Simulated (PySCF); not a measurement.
Vertical excitations of a molecule C6H9O, multiplicity 2 from PySCF with TDA-PBE/def2-SVPD, as energy in eV (oscillator strength): 2.64 (0.001), 3.23 (0.021), 3.76 (0.001), 4.27 (0.001), 4.42 (0.004), 4.92 (0.020). Geometry: B3LYP-D3(BJ)/def2-SVP. One conformer was computed; it need not be the lowest.

Question: Identify the compound among the candidates.
A. O=C1C[CH]CCC1
B. O=C1[CH]CCCC1
C. O=C1CC[CH]CC1

Answer: A, O=C1C[CH]CCC1
